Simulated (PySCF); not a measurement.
Molecule: Si(H)2(OH)(SMe), SMILES CS[SiH2]O. Atoms near the plane z = 0.0 Å, at the PBE0/def2-SVP optimised geometry (x, y, z in Å): Si1 (0.3, 0.7, 0.0), O2 (-0.2, 2.3, 0.0), C4 (-1.1, -1.9, -1.0), H6 (1.7, 0.7, 0.0), H7 (-1.1, 2.5, -0.1), H8 (-0.3, -2.5, -0.8), H9 (-1.7, -1.7, -0.1).

Method: PBE0/def2-TZVP run with PySCF 2.14.0. Cells within 0.4 Å of a nucleus heavier than hydrogen are left out (blank, or x). The values are rescaled to run from 0 to 1.

```
|0000000000000000000000000000000|
|0000000000000000000000000000000|
|0000000000000000000000000000000|
|0000000000000001100000000000000|
|0000000000000123431000000000000|
|0000000002343356753000000000000|
|0000000015688678874000000000000|
|00000000268998xx874000000000000|
|00000000158998xx872000000000000|
|00000000025777xx751013540000000|
|0000000000124688731389995000000|
|0000000000002551005999999100000|
|000000000000110xx25999999400000|
|000000000001110xx64999999500000|
|0000000000012304x16999999300000|
|0000000000001330006999998100000|
|0000000000000133212689994000000|
|0000000011000011100125530000000|
|0000001588841000000000000000000|
|0000004999996100000000000000000|
|0000006999997321000000000000000|
|0000005999996456300000000000000|
|0000002799974589840000000000000|
|0000000256533699971000000000000|
|0000000011112699971000000000000|
|0000000000001488730000000000000|
|0000000000000134200000000000000|
|0000000000000000000000000000000|
|0000000000000000000000000000000|
|0000000000000000000000000000000|
|0000000000000000000000000000000|
```
Scale: ten equal steps from 0.000 (start of '0') to 1.00 (end of '9'), in the order '0123456789'; x runs from -5.00 to 5.00, y from -5.00 (bottom) to 5.00 (top).

**Question.** Which quantity is mapped?
(A) Laplacian of the electron density
(B) log10 of the electron density
(C) electron localisation function
(D) deformation density (molecule minus spherical neutral atoms)

**Answer.** C, electron localisation function
